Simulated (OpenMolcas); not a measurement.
Ar³⁺: from CASSCF to CASPT2

```
Program             : OpenMolcas
Basis               : ANO-RCC-VQZP [6s5p3d2f1g]
Scalar Hamiltonian  : DKH2, point nucleus
Active space        : 5 electrons in 8 orbitals (3s 3p 4s 4p)
State averaging     : 2S+1 = 4 odd, 1 root; 2S+1 = 2 odd, 8 roots; 2S+1 = 4 even, 3 roots; 2S+1 = 2 even, 9 roots
Spin-orbit coupling : RASSI with atomic mean-field integrals over the reference wave functions, term energies averaged over their components
```

Methods on the same reference wave functions:
A. CASSCF
B. SS-CASPT2, IPEA 0.25 Eh, imaginary shift 0.1 Eh (closed shells correlated: 2s 2p)

Energies in cm-1 above 3s2 3p3 4S* 3/2, the measured ground level; measured values from Saloman, J. Phys. Chem. Ref. Data 39, 033101 (2010).

```csv
Level,A,B,Measured
3s2 3p3 4S* 3/2,0.0,0.0,0.0
3s2 3p3 2D* 3/2,25685,21790,21091
3s2 3p3 2D* 5/2,25853,21920,21220
3s2 3p3 2P* 1/2,35725,35530,34855
3s2 3p3 2P* 3/2,35894,35660,35032
3s 3p4 4P 5/2,125867,121620,117563
3s 3p4 4P 3/2,126753,122510,118516
3s 3p4 4P 1/2,127260,123020,119043
3s 3p4 2D 3/2,176038,155950,145921
3s 3p4 2D 5/2,176142,156060,145999
3s 3p4 2S 1/2,201032,188960,177832
3s 3p4 2P 3/2,223386,202690,222956
3s 3p4 2P 1/2,224559,203890,224019
```

Deviations, from unrounded energies. A percentage is the sum of absolute deviations over the sum of measured energies, with the sign that they share, or ± where signs differ.

```csv
Against measurement,Levels,A,B
mean absolute deviation (cm-1),12,10000,7200
other terms of the ground configuration (%),4,+9.8,+2.4
other configurations (%),8,+8.6,±6.6
```

B lies closest to measurement on these levels. The largest miss of B in the table is 3s 3p4 2P 3/2, by -20000 cm-1. The ranking rests on the paired levels alone, and a cruder setting can come out closer through cancelling errors.

From A to B the spin-free energies of the other terms of 3s2 3p3 shown, above 4S*, scale by factors of 0.85 to 0.99.

The lowest spin-free term lies below A's lowest term by 0.175 hartree in B.

Term energies are means over components that CASPT2 splits; among the terms shown or strongly mixed into the levels shown the widest spread is 970 cm-1 (3s 3p4 2D, B). Over all roots computed the reference weight is 0.86 to 0.96 in B; the roots of lowest weight are the least certain, and an intruder state may touch them. Active for correlation alone: 4p 4s; no level in the range computed is led by a configuration that fills them, so any true level of that kind is missing. Terms of s pⁿ other than that of highest spin mix with s² pⁿ⁻² d, which this space lacks; all of them can be thousands of cm-1 off, and some have no real level of that name. Computed and measured levels are paired by configuration, term and J; levels that our copy of the source lacks, or whose pairing is in doubt (as where it misses far off the trend of its configuration), stay unpaired and out of the deviations. Only configurations of the active space appear.

* marks odd parity.
